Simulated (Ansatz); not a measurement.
Computed with Ansatz on PBE0-D4/def2-TZVP structures; ΔE is electronic, products minus reactants. CBS: MP2 limit from def2 TZ/QZ plus the TZ coupled-cluster correction, frozen cores. This one scheme is used for every species. Elements past krypton have def2 core potentials. For In outer-core shells are correlated without core-valence functions, which leaves a few kJ/mol of doubt a bond. Each species was taken in one conformer, which may not be the lowest.

Consider the formal exchange of groups at the In–S bond: `[F][In]([F])[SH]` + SiH₄ → `[F][In]([F])[SiH3]` + H₂S.

`[F][In]([F])[SH]`:

Cartesian coordinates in Å:
```
F 1.238 -1.441 0.806
In 0.262 0.197 0.482
F 0.631 1.535 1.821
S -1.187 0.479 -1.335
H -0.943 -0.770 -1.774
```

SiH₄:

```xyz
5

Si    0.000    0.000    0.000
H    -0.406   -1.402    0.268
H     1.394    0.209    0.465
H    -0.907    0.925    0.724
H    -0.081    0.268   -1.458
```

`[F][In]([F])[SiH3]`:

Z-matrix (Å, degrees):
```
Si
In 1 2.541
H 1 1.482 2 108.7
H 1 1.483 2 107.5 3 -119.7
H 1 1.482 2 108.5 3 120.7
F 2 1.944 1 127.2 3 25.4
F 2 1.944 1 126.9 3 -155.2
```

H₂S:

Cartesian coordinates in Å:
```
S -0.076 -0.591 -0.169
H -0.755 0.240 0.636
H 0.831 0.352 -0.467
```

```csv
species,HF/CBS(def2) energy (Eh)
`[F][In]([F])[SH]`,-786.42571
SiH₄,-291.26912
`[F][In]([F])[SiH3]`,-678.95704
H₂S,-398.72106
```

Q: Work out ΔE.

A: ΔE = (-678.95704) + (-398.72106) − (-786.42571) − (-291.26912) = 0.01673 Eh = +10.5 kcal/mol. CCSD(T)/CBS gives +7.3 kcal/mol.

Largest T1 diagnostic among the species: 0.016.

At CCSD(T), def2-SVP lies +1.1 kcal/mol from the extrapolated value and def2-TZVPP +0.4 kcal/mol. Leaving LDA and LC-ωPBE aside and taking each functional with its dispersion term where it has one, the values, not all of them listed here, spread over 2.8 kcal/mol, from PBE-D4 to B97M-V. LDA lies −1.1 kcal/mol from PBE without D4. In def2-TZVPP, CCSD(T) changes the Hartree–Fock value by −2.8 kcal/mol (the triples alone add +0.3 kcal/mol) and MP2 by −2.1 kcal/mol.
